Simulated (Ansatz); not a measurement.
Basis-set extrapolation for `F/C(Cl)=C\C(F)F` (PBE0-D4/def2-TZVP geometry, frozen core, the Gaussian-basis code of Ansatz). Multiplicity 1, RHF reference.

```tsv
	def2-TZVPP	def2-QZVPP
HF	-872.738096	-872.768527
MP2 correlation	-1.402934	-1.525969
CCSD(T) correlation	-1.486351	not run
```

Energies in hartree. Use E(X) = E(∞) + A·exp(−7.88·√X) for Hartree–Fock and E(X) = E(∞) + B·X^(−2.97) for correlation, with X = 3 and 4, and add CCSD(T) minus MP2 of the smaller set to the MP2 limit.

Q: What is the CCSD(T) energy at the basis-set limit?

A: HF limit: -872.768527 + (-0.030431) × 0.13774 = -872.77272. MP2 limit: -1.525969 + (-0.123035) × 0.74074 = -1.61711. Higher-order term: -1.486351 − (-1.402934) = -0.08342. Total: -874.47325 hartree, 653.2 kJ/mol below CCSD(T)/def2-TZVPP.
